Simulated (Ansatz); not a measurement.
Start from `[NH]=[V]([NH2])([NH2])[OH]` and change one element to get `[NH]=[Nb]([NH2])([NH2])[OH]`.

Ansatz, PBE0-D4/def2-TZVP geometries, multiplicity 1. Each molecule was computed in one conformer, which needn't be the lowest.

Elements past krypton have def2 core potentials. Scalar relativity is left out up to krypton.

| property | `[NH]=[V]([NH2])([NH2])[OH]` |
| --- | --- |
| LUMO energy (ωB97M-V/def2-TZVPP) / eV | 1.02 |
| HOMO energy (PBE/def2-TZVPP) / eV | -5.36 |
| HOMO energy (B3LYP/def2-TZVPP) / eV | -6.47 |
| HOMO–LUMO gap (B3LYP/def2-TZVPP) / eV | 5.02 |
| HOMO energy (PBE0/def2-TZVPP) / eV | -6.69 |
| HOMO–LUMO gap (ωB97M-V/def2-TZVPP) / eV | 9.97 |

Q: What does the change do to each property? (Estimate.)

A: Computed: 
```csv
property,`[NH]=[Nb]([NH2])([NH2])[OH]`,shift
LUMO energy (ωB97M-V/def2-TZVPP) / eV,1.07,0.05
HOMO energy (PBE/def2-TZVPP) / eV,-5.53,-0.17
HOMO energy (B3LYP/def2-TZVPP) / eV,-6.67,-0.20
HOMO–LUMO gap (B3LYP/def2-TZVPP) / eV,6.30,1.28
HOMO energy (PBE0/def2-TZVPP) / eV,-6.91,-0.22
HOMO–LUMO gap (ωB97M-V/def2-TZVPP) / eV,10.28,0.31
```

With PBE0 the HOMO falls by 0.22 eV and the LUMO rises by 1.04 eV, so the gap widens by about 1.26 eV. PBE moves the HOMO by -0.17 eV and ωB97M-V by -0.26 eV.

B3LYP here is the variant with VWN-RPA as its local correlation; programs differ in this.
